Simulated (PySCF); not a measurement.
# MO for M along the fifth-period p block

r²SCAN with double-zeta basis sets in PySCF, for the lowest determinant that a PBE0 search found; no spin–orbit coupling. De refers to high-spin ground-configuration atoms. A positive dipole means M(−)O(+).

```tsv
M	basis	state (unpaired electrons)	Re (Å)	ωe (cm⁻¹)	De (eV)	μ (D)
In	def2-SVPD	doublet (π ↑)	2.121	490	3.64	-3.02
Sn	cc-pVDZ-PP/cc-pVDZ	singlet (closed shell)	1.853	831	5.33	-3.66
Sb	x2c-SVPall	doublet (π ↑)	1.844	840	3.81	-3.26
Te	def2-SVP	triplet (π ↑↑)	1.865	783	3.91	-2.79
I	x2c-SVPall	doublet (π ↑)	1.933	646	2.37	-2.36
```

The shortest bond is that of SbO (1.844 Å), the longest that of InO (2.121 Å). SnO is bound most strongly (5.33 eV) and IO least (2.37 eV).

The rows differ in basis set, which adds steps of its own.

The state changes along the series, so neighbouring rows are not always alike in their bonding.

Spin–orbit coupling is left out, which matters for elements this heavy, above all for dissociation energies. States were picked by a PBE0 search and need not be the measured ground states.
